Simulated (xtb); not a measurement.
CeF4, charge +1, doublet, from a rough starting geometry (GFN-xTB shapes and energies of metal compounds can be far from the true ones) (GFN-xTB holds the 4f electrons in the core, so unpaired electrons go into valence orbitals and the state isn't the physical one) (the multiplicity is a formal guess); GFN2-xTB (xtb).

Input for xtb:
```
$ xtb mol.xyz --gfn 2 --chrg 1 --uhf 1 --opt vtight --json

# file mol.xyz
5

Ce    -0.02515361     0.00554282     0.01249066
F      1.27455974     0.90759605    -1.25472536
F      0.99571325    -1.29172442     1.22446870
F     -1.31055857    -1.03834635    -1.17203196
F     -1.01224534     1.39600949     1.08715864
```

What does xtb print? Leave out banner, timings and long lists.


```
   ID    Z sym.   atoms
    1   58 Ce     1
    2    9 F      2-5

           -------------------------------------------------
          |                Calculation Setup                |
           -------------------------------------------------

           -------------------------------------------------
          |                 G F N 2 - x T B                 |
           -------------------------------------------------

          ...................................................
          :                      SETUP                      :
          :.................................................:
          :  # basis functions                  26          :
          :  # atomic orbitals                  25          :
          :  # shells                           11          :
          :  # electrons                        30          :
          :  max. iterations                   250          :
          :  Hamiltonian                  GFN2-xTB          :
          :  restarted?                      false          :
          :  GBSA solvation                  false          :
          :  PC potential                    false          :
          :  electronic temp.          300.0000000     K    :
          :  accuracy                    1.0000000          :
          :  -> integral cutoff          0.2500000E+02      :
          :  -> integral neglect         0.1000000E-07      :
          :  -> SCF convergence          0.1000000E-05 Eh   :
          :  -> wf. convergence          0.1000000E-03 e    :
          :  Broyden damping             0.4000000          :
          :  net charge                          1          :
          :  unpaired electrons                  1          :
          ...................................................

 iter      E             dE          RMSdq      gap      omega  full diag
   1    -18.0312331 -0.180312E+02  0.123E+01    0.01       0.0  T
   2    -18.7015526 -0.670319E+00  0.105E+01    0.00       1.0  T
   3    -19.2758769 -0.574324E+00  0.866E+00    0.01       1.0  T
   4    -18.9173078  0.358569E+00  0.936E+00    0.01       1.0  T
   5    -18.8547192  0.625886E-01  0.933E+00    0.00       1.0  T
   6    -18.9848158 -0.130097E+00  0.844E+00    0.01       1.0  T
   7    -19.3763428 -0.391527E+00  0.553E+00    0.03       1.0  T
   8    -19.2368658  0.139477E+00  0.638E+00    0.01       1.0  T
   9    -19.0582879  0.178578E+00  0.723E+00    0.02       1.0  T
  10    -19.0739248 -0.156369E-01  0.693E+00    0.02       1.0  T
  11    -19.1334500 -0.595253E-01  0.648E+00    0.01       1.0  T
  12    -19.4367350 -0.303285E+00  0.374E+00    0.01       1.0  T
  13    -19.3977514  0.389836E-01  0.416E+00    0.02       1.0  T
  14    -19.3062949  0.914565E-01  0.506E+00    0.01       1.0  T
  15    -19.3718591 -0.655642E-01  0.441E+00    0.02       1.0  T
  16    -19.2932624  0.785967E-01  0.514E+00    0.02       1.0  T
  17    -19.4473526 -0.154090E+00  0.346E+00    0.02       1.0  T
  18    -19.4745058 -0.271532E-01  0.303E+00    0.01       1.0  T
  19    -19.5005631 -0.260573E-01  0.263E+00    0.01       1.0  T
  20    -19.5405975 -0.400344E-01  0.161E+00    0.01       1.0  T
  21    -19.4489701  0.916274E-01  0.338E+00    0.01       1.0  T
  22    -19.5584017 -0.109432E+00  0.877E-01    0.01       1.0  T
  23    -19.5566384  0.176335E-02  0.970E-01    0.01       1.0  T
  24    -19.5622715 -0.563312E-02  0.604E-01    0.01       1.0  T
  25    -19.5619898  0.281685E-03  0.628E-01    0.01       1.0  T
  26    -19.5631779 -0.118811E-02  0.517E-01    0.00       1.0  T
  27    -19.5639385 -0.760601E-03  0.429E-01    0.00       1.0  T
  28    -19.5640163 -0.777816E-04  0.417E-01    0.00       1.0  T
  29    -19.5643951 -0.378802E-03  0.368E-01    0.00       1.0  T
  30    -19.5630665  0.132860E-02  0.522E-01    0.00       1.0  T
  31    -19.5643228 -0.125632E-02  0.378E-01    0.00       1.0  T
  32    -19.5652732 -0.950348E-03  0.212E-01    0.00       1.0  T
[...]
         :: total energy             -19.549484570773 Eh    ::
 * total energy  :   -19.5494846 Eh     change       -0.9866383E-09 Eh
 * total energy  :   -19.5511237 Eh     change       -0.1639124E-02 Eh
 * total energy  :   -19.5521303 Eh     change       -0.1006615E-02 Eh
 * total energy  :   -19.5521823 Eh     change       -0.5201772E-04 Eh
 * total energy  :   -19.5521841 Eh     change       -0.1746927E-05 Eh
 * total energy  :   -19.5521849 Eh     change       -0.7818911E-06 Eh
 * total energy  :   -19.5521856 Eh     change       -0.7406372E-06 Eh
 * total energy  :   -19.5521857 Eh     change       -0.1509850E-06 Eh
 * total energy  :   -19.5521858 Eh     change       -0.4135788E-07 Eh
   *** GEOMETRY OPTIMIZATION CONVERGED AFTER 9 ITERATIONS ***
         :: total energy             -19.552185791317 Eh    ::
[...]
       ...           ...                  ...                  ...
         3        2.0000           -1.1454517             -31.1693
         4        2.0000           -1.1454127             -31.1683
         5        2.0000           -0.8193886             -22.2967
         6        2.0000           -0.8009189             -21.7941
         7        2.0000           -0.8009136             -21.7940
         8        2.0000           -0.8008967             -21.7935
         9        1.9760           -0.7933016             -21.5868
        10        1.9760           -0.7932999             -21.5868
        11        1.9759           -0.7932994             -21.5868
        12        1.6496           -0.7905830             -21.5129
        13        1.6493           -0.7905823             -21.5128
        14        1.5915           -0.7904033             -21.5080
        15        1.5910           -0.7904020             -21.5079 (HOMO)
        16        1.5907           -0.7904009             -21.5079 (LUMO)
        17                         -0.5921441             -16.1131
        18                         -0.5921370             -16.1129
        19                         -0.5842691             -15.8988
        20                         -0.5842418             -15.8980
        21                         -0.5842259             -15.8976
        22                         -0.4904358             -13.3454
        23                         -0.1182143              -3.2168
        24                         -0.1180007              -3.2110
        25                         -0.1173071              -3.1921
      -------------------------------------------------------------
                  HL-Gap            0.0000011 Eh            0.0000 eV
             Fermi-level           -0.7891113 Eh          -21.4728 eV

     #   Z          covCN         q      C6AA      α(0)
     1  58 Ce       2.464     1.100   493.837    48.204
     2   9 F        0.616    -0.025     9.611     3.657
     3   9 F        0.616    -0.025     9.611     3.657
     4   9 F        0.616    -0.025     9.611     3.657
     5   9 F        0.616    -0.025     9.611     3.657

 Mol. C6AA /au·bohr⁶  :       1131.376649
 Mol. C8AA /au·bohr⁸  :     155922.149050
 Mol. α(0) /au        :         62.833300

Wiberg/Mayer (AO) data.
largest (>0.10) Wiberg bond orders for each atom

 ---------------------------------------------------------------------------
     #   Z sym  total        # sym  WBO       # sym  WBO       # sym  WBO
 ---------------------------------------------------------------------------
     1  58 Ce   2.822 --     3 F    0.706     5 F    0.706     2 F    0.706
                             4 F    0.706
     2   9 F    0.847 --     1 Ce   0.706
     3   9 F    0.847 --     1 Ce   0.706
     4   9 F    0.847 --     1 Ce   0.706
     5   9 F    0.847 --     1 Ce   0.706
 ---------------------------------------------------------------------------

Topologies differ in total number of bonds
Writing topology from bond orders to xtbtopo.mol

molecular dipole:
                 x           y           z       tot (Debye)
 q only:       -0.029      -0.007      -0.036
   full:       -0.028      -0.007      -0.034       0.114
molecular quadrupole (traceless):
                xx          xy          yy          xz          yz          zz
 q only:       -0.000       0.001      -0.001       0.001       0.001       0.001
  q+dip:       -0.000       0.004      -0.002       0.002       0.001       0.003
   full:       -0.002       0.012      -0.006       0.004       0.002       0.008

optimized geometry written to: xtbopt.xyz

           -------------------------------------------------
          | TOTAL ENERGY              -19.552185791317 Eh   |
          | GRADIENT NORM               0.000031532011 Eh/α |
          | HOMO-LUMO GAP               0.000030717773 eV   |
           -------------------------------------------------

normal termination of xtb
```
